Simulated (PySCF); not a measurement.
C4H6OSSi, SMILES [SiH3]Oc1cccs1, GFN2-xTB optimised geometry.

```
13

Si    -2.40    -1.54    -0.02
O     -0.78    -1.41     0.00
C      0.01    -0.34     0.00
C      1.38    -0.34     0.00
C      1.92     0.96     0.00
C      0.98     1.93     0.00
S     -0.62     1.28     0.00
H     -2.47    -2.99     0.00
H     -2.98    -0.89     1.15
H     -2.94    -0.93    -1.23
H      1.96    -1.25     0.00
H      2.98     1.16     0.00
H      1.10     2.99     0.00
```

Density from PySCF with B3LYP/def2-TZVP at that geometry.

Minimum of the electron density along straight lines between bonded atoms, close to the bond critical point (lines longer than 1.1 times the sum of covalent radii, or with two minima, are not listed):

| bond | length / Å | ρ at the minimum / e bohr⁻³ | ∇²ρ there / e bohr⁻⁵ | position (fraction from the first atom) |
|---|---|---|---|---|
| Si1–O2 | 1.635 | 0.136 | (withheld) | 0.41 |
| O2–C3 | 1.326 | 0.309 | -0.43 | 0.66 |
| C3–C4 | 1.361 | 0.336 | -1.00 | 0.53 |
| C4–C5 | 1.414 | 0.305 | (withheld) | 0.50 |
| C5–C6 | 1.354 | 0.338 | -1.01 | 0.49 |
| C3–S7 | 1.741 | 0.211 | -0.42 | 0.49 |
| C6–S7 | 1.726 | 0.214 | -0.43 | 0.47 |
| Si1–H8 | 1.452 | 0.130 | 0.18 | 0.49 |
| Si1–H9 | 1.463 | 0.128 | 0.17 | 0.49 |
| Si1–H10 | 1.463 | 0.128 | 0.17 | 0.49 |
| C4–H11 | 1.074 | 0.289 | -1.04 | 0.65 |
| C5–H12 | 1.075 | 0.290 | -1.05 | 0.65 |
| C6–H13 | 1.071 | 0.292 | -1.06 | 0.65 |

Task: Fill in the missing entries.

Result: 
- Si1–O2, ∇²ρ there / e bohr⁻⁵: 0.88
- C4–C5, ∇²ρ there / e bohr⁻⁵: -0.87
